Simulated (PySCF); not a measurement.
Dipole response of Bi²⁺ (bismuth, charge +2)

[Xe] 4f14 5d10 6s2 6p1, 2P determinant. Calculation: PySCF 2.14, in aug-cc-pV5Z-PP with ECP60MDF; scalar relativity through the core potential. Coupled (time-dependent) response in atomic units; α is the mean over directions.

| method | mean α (bohr³) | α xx, yy, zz | C₆ (like pair) | S(−4) |
| --- | --- | --- | --- | --- |
| r2SCAN0 | 16.21 | 15.29, 18.03, 15.29 | 121.9 | 62.59 |

S(−4) is the Cauchy moment in α(ω) = α(0) + S(−4) ω² + …

Spin-orbit coupling is absent.

α(iu) at r2SCAN0:

| u (hartree) | α(iu) (bohr³) |
| --- | --- |
| 0 | 16.21 |
| 0.0500 | 16.05 |
| 0.100 | 15.61 |
| 0.200 | 14.11 |
| 0.300 | 12.29 |
| 0.500 | 9.047 |
| 0.750 | 6.423 |
| 1.00 | 4.862 |
| 1.50 | 3.177 |
| 2.00 | 2.288 |
| 3.00 | 1.363 |
| 5.00 | 0.6333 |

For an ion, C₆ is the dispersion term alone; charge-induced terms of lower order in 1/R come first.

The components differ because the open shell of this determinant is not spherical; for a pure term their mean is the scalar polarisability.

Energies and moments cover only the electrons outside the core potential. Spin-orbit coupling, absent here, splits the open shell strongly.
